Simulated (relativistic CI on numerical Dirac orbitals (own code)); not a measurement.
**Hyperfine structure of Ti¹⁷⁺, mass number 47**

Method of calculation: Dirac-Coulomb-Breit CI, orbitals from a KLI potential per configuration, model QED, unscaled Slater integrals (own radial code, finite nucleus).

CI space (outside the closed core 1s2): 2s²2p, 2s2p², 2p³, 2p²3s, 2p²3p, 2p²3d, 2s²3s, 2s²3p, 2s²3d, 2s2p3s, 2s2p3p, 2s2p3d, 2s²4s, 2s²4p, 2s²4d, 2s²4f. Levels of other configurations are missing.

Nuclear spin I = 5/2, μ = -0.78814 μN, Q = 0.302 b (tables of Stone and Pyykkö). The electronic factors are computed for point nuclear moments, without core polarisation or the Bohr-Weisskopf and QED corrections.

```csv
Level,E (cm⁻¹),A (MHz),B (MHz)
2s²2p ²P°1/2,0,-28080,
2s²2p ²P°3/2,56090,-5573,9390
2s2p² ⁴P1/2,305878,-50590,
2s2p² ⁴P3/2,329171,-22790,7660
2s2p² ⁴P5/2,356628,-23830,-9290
2s2p² ²D3/2,560481,4842,13100
2s2p² ²D5/2,566071,-25950,18800
2s2p² ²S1/2,681645,-49800,
```

Levels with J = 0, under 50 % of one LS term, or S terms without an open s electron are left out. Small factors come from cancelling terms and can be off by tens of per cent or more.

At this charge energies of transitions that change n are usually good to better than 1 %, and those within a shell (Δn = 0) to a few per cent.

(1) Give the hyperfine levels of 2s²2p ²P°1/2 relative to its centre of gravity.

## Answers

(1) With K = F(F + 1) − I(I + 1) − J(J + 1), E = AK/2: F = 2: 49130, F = 3: -35100 MHz.

LS names give the leading component of a level, which can be under half, so a name can repeat, a term be missing and a line seem to break the LS rules.
